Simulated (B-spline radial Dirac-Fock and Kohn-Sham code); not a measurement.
## What relativity does to the binding energies of Sb²⁰⁺

System: Sb²⁰⁺, configuration [Ar] 3d10 4s2 4p1.

Both columns are ΔSCF binding energies of the configuration average from a B-spline atomic structure program: non-relativistic Hartree-Fock with a point nucleus, and Dirac-Fock with a finite nucleus and the Coulomb interaction alone, averaged over the two j levels with weights 2j+1.

```
shell  Hartree-Fock (eV)  Dirac-Fock (eV)  shift (eV)  shift (%)
   1s            30068.0          31196.1    +1128.04      +3.75
   2s             5027.0           5306.8     +279.72      +5.56
   2p             4733.2           4816.8      +83.56      +1.77
   3s             1445.3           1507.8      +62.49      +4.32
   3p             1321.7           1342.7      +20.97      +1.59
   3d             1098.8           1093.0       -5.73      -0.52
   4s              610.0            627.5      +17.56      +2.88
   4p              569.9            576.2       +6.31      +1.11
```

Relativity binds 1s, 2s, 2p, 3s, 3p, 4s, 4p more strongly, among those listed most of all 2s in relative terms, and 3d more weakly, because the contracted s and p shells screen the nucleus better.

Values without a named source are computed, but for edge energies of neutral atoms, which are taken from tables.
